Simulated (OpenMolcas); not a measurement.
**Ionisation energies of xenon**

```json
{
 "Program": "OpenMolcas 26.06",
 "Basis": "ANO-RCC-VQZP [8s7p5d3f2g]",
 "Scalar Hamiltonian": "DKH2, point nucleus",
 "Spin-orbit coupling": "RASSI with atomic mean-field integrals over the reference wave functions, term energies averaged over their components"
}
```

Active shells in each charge state: the valence s, p shells, with orbitals averaged over the low states. Where CASPT2's correlated closed shells are named, they are those of the first ion.

A. CASSCF
B. SS-CASPT2, IPEA 0.25 Eh, imaginary shift 0.1 Eh (closed shells correlated: 4d)
C. SS-CASPT2, IPEA 0.25 Eh, imaginary shift 0.1 Eh (closed shells correlated: none)
D. SS-CASPT2, IPEA 0.25 Eh, imaginary shift 0.1 Eh (closed shells correlated: 4s 4p 4d)
E. SS-CASPT2, IPEA 0 Eh, imaginary shift 0.1 Eh (closed shells correlated: 4d)

Energies in eV between the lowest computed levels, named as in B; reference values from the NIST Atomic Spectra Database with their kind.

```csv
From,To,A,B,C,D,E,Spin-orbit share in B,Reference
Xe4+ 5s2 5p2 3P0,Xe5+ 5s2 5p 2P* 1/2,53.583,54.684,54.211,54.704,54.767,+0.367,54.100 (semi-empirical)
Xe5+ 5s2 5p 2P* 1/2,Xe6+ 5s2 1S0,65.180,66.477,65.862,66.524,66.560,+1.144,66.703 (measured)
Xe6+ 5s2 1S0,Xe7+ 5s 2S 1/2,90.563,91.750,90.647,91.855,91.754,+0.000,91.600 (semi-empirical)
Xe7+ 5s 2S 1/2,Xe8+ 4d10 1S0,104.187,105.852,104.187,106.000,105.890,+0.000,105.978 (measured)
```

Steps that some method lacks are left out, and so are those with a state whose active s or d shell is doubly occupied in every root (s and p with five to eight electrons, d10) over a frozen core shell of the same l, since the two then mix freely.

Error against the reference values, in %:

| From | Reference | A | B | C | D | E |
| --- | --- | --- | --- | --- | --- | --- |
| Xe4+ | semi-empirical | -1.0 | +1.1 | +0.2 | +1.1 | +1.2 |
| Xe5+ | measured | -2.3 | -0.3 | -1.3 | -0.3 | -0.2 |
| Xe6+ | semi-empirical | -1.1 | +0.2 | -1.0 | +0.3 | +0.2 |
| Xe7+ | measured | -1.7 | -0.1 | -1.7 | 0 | -0.1 |

Mean absolute error over the 2 measured values: A 1.66 eV, B 0.18 eV, C 1.32 eV, D 0.10 eV, E 0.12 eV.

* marks odd parity.
